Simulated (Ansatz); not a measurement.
Molecule: SeF2, net charge 0, singlet state. SMILES: F[Se]F
Geometry from a B3LYP-D3(BJ)/def2-TZVP (Ansatz, an electronic-structure program) optimisation:
```
Se
F 1 1.7472
F 1 1.7472 2 96.84
```
Charge 0, spin multiplicity 1.

Wanted: vertical triplet-singlet gap (E(triplet) - E(singlet); each state is the SCF solution reached for its spin), in kJ/mol. Valence correlation only, unless marked. Open shells are spin-unrestricted. No spin-orbit coupling. Frozen are the shells of the preceding noble gas and the d and f shells that filled before the atom's block. No relativistic terms. CBS(X,Y): correlation extrapolated as X^-3; Hartree-Fock from the larger set. [CCSD(T)-MP2]/basis is that difference in the basis named.

| level | program | vertical triplet-singlet gap (kJ/mol) |
|---|---|---|
| HF/aug-cc-pVQZ | Ansatz | 187.9 |
| SVWN5/def2-TZVPD | Ansatz | 203.0 |
| PBE/def2-TZVPD | Ansatz | 192.1 |
| r2SCAN/def2-TZVPD | Ansatz | 189.6 |

**Question.** Predict the RI-MP2/CBS(aug-cc-pVTZ,aug-cc-pVQZ)+[CCSD(T)-MP2]/aug-cc-pVTZ result (Ansatz).

**Answer.** 222.6 kJ/mol, so r2SCAN/def2-TZVPD differs from it by -33.0 kJ/mol.
